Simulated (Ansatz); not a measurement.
Steps of a relaxation of `F[SiH](Cl)[GeH3]` with RKS PBE-D4/def2-SVP.

```sh
$ ansatz run in.yaml --threads 4 --pin off --events-out ev --progress --plain --max-ram 10444MiB
```

```yaml
crystal:
  periodic: [false, false, false]
  atoms:
    - {symbol: F, position_ang: [1.732200, -1.394400, 0.884700]}
    - {symbol: Si, position_ang: [1.095900, 0.086900, 0.215900]}
    - {symbol: Cl, position_ang: [2.001700, 0.451300, -1.635400]}
    - {symbol: Ge, position_ang: [-1.110600, -0.070700, -0.107800]}
    - {symbol: H, position_ang: [1.384800, 1.193200, 1.120300]}
    - {symbol: H, position_ang: [-1.878000, -0.332700, 1.254900]}
    - {symbol: H, position_ang: [-1.453300, -1.249600, -1.072600]}
    - {symbol: H, position_ang: [-1.680400, 1.258900, -0.715700]}
basis:
  gaussian: {orbitals: def2-SVP}
hamiltonian: {xc: pbe, dispersion: d4}
relax: {f_tol: 0.03, max_steps: 200}
```

Positions (Å) and forces (eV/Å) along the path, 5 of 5 steps:

```xyz
8
step=1 energy=-79666.8694 eV
F     1.732   -1.394    0.885   -0.901    2.207   -0.982
Si    1.096    0.087    0.216    2.347   -2.206    0.432
Cl    2.002    0.451   -1.635   -0.045   -0.110    0.335
Ge   -1.111   -0.071   -0.108   -2.345   -0.413   -0.107
H     1.385    1.193    1.120    0.461    0.483    0.527
H    -1.878   -0.333    1.255    0.276    0.095   -0.406
H    -1.453   -1.250   -1.073    0.024    0.174    0.097
H    -1.680    1.259   -0.716    0.183   -0.230    0.103
8
step=2 energy=-79667.1396 eV
F     1.713   -1.333    0.840   -0.557    1.330   -0.461
Si    1.112    0.135    0.235    1.024   -1.536    0.387
Cl    2.055    0.454   -1.589   -0.046    0.034   -0.033
Ge   -1.199   -0.122   -0.119   -0.409    0.158    0.040
H     1.574    1.218    1.158   -0.093    0.043    0.089
H    -1.922   -0.347    1.239    0.018   -0.006   -0.069
H    -1.546   -1.279   -1.089    0.116    0.024    0.040
H    -1.696    1.217   -0.730   -0.055   -0.047    0.007
8
step=3 energy=-79667.2027 eV
F     1.720   -1.304    0.856   -0.120    0.230   -0.189
Si    1.143    0.103    0.216    0.084   -0.171    0.329
Cl    2.073    0.436   -1.610   -0.021   -0.027   -0.008
Ge   -1.221   -0.099   -0.110    0.151    0.086   -0.053
H     1.568    1.194    1.164   -0.044   -0.036   -0.099
H    -1.941   -0.349    1.236   -0.015   -0.037    0.045
H    -1.499   -1.263   -1.088   -0.029   -0.031   -0.013
H    -1.750    1.225   -0.718   -0.005   -0.014   -0.012
8
step=4 energy=-79667.2077 eV
F     1.709   -1.306    0.841    0.006   -0.011   -0.001
Si    1.143    0.106    0.230   -0.042    0.005    0.034
Cl    2.055    0.430   -1.606    0.019    0.010   -0.015
Ge   -1.211   -0.093   -0.113    0.038    0.029    0.002
H     1.567    1.198    1.171    0.002   -0.010   -0.032
H    -1.927   -0.352    1.236   -0.025   -0.008    0.009
H    -1.495   -1.264   -1.084    0.003   -0.007   -0.002
H    -1.749    1.224   -0.730   -0.002   -0.008    0.004
8
step=5 energy=-79667.2080 eV
F     1.711   -1.307    0.839   -0.003   -0.009    0.003
Si    1.142    0.105    0.231    0.002    0.009    0.008
Cl    2.057    0.431   -1.605    0.000    0.002   -0.008
Ge   -1.210   -0.091   -0.111   -0.003    0.002    0.005
H     1.569    1.198    1.165    0.002    0.001   -0.004
H    -1.935   -0.353    1.234   -0.003   -0.002   -0.002
H    -1.493   -1.263   -1.082    0.004   -0.001   -0.002
H    -1.750    1.224   -0.728    0.002   -0.002    0.001
```

It took 5.5 s on 4 threads of an Arm Neoverse V2 on a shared host, with 0.15 GiB of host memory at the peak.
